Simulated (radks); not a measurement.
Task: All-electron atom: K2.75+ in [Ne] 3s2 3p(up 2.25, down 2) (fractional occupations, a model configuration). Method: scalar-relativistic Kohn-Sham, SCAN, spin-polarised, spherical densities, finite nucleus; meta-GGA in the generalised Kohn-Sham scheme; Fermi nuclear charge, rms radius 3.4349 fm; computed with a radial shooting solver on a logarithmic mesh with Libxc functionals. Some entries of the table are withheld. Estimate them.

orbital,occ.,eigenvalue (eV),<r> (bohr),<1/r> (bohr^-1)
1s up,1,-3578.012,0.08107,18.71
1s down,1,-3577.911,0.08107,18.71
2s up,1,-397.3117,0.3858,3.821
2s down,1,-397.2612,0.3858,3.820
2p up,3,-321.9129,0.3493,3.710
2p down,3,-321.8086,0.3493,3.710
3s up,1,-69.8719,1.212,1.145
3s down,1,-69.3987,1.214,1.143
3p up,2.25,(1),(2),1.036
3p down,2,(3),(4),1.035

Result: 
(1) 3p up eigenvalue (eV): -51.4788
(2) 3p up <r> (bohr): 1.307
(3) 3p down eigenvalue (eV): -51.0320
(4) 3p down <r> (bohr): 1.309
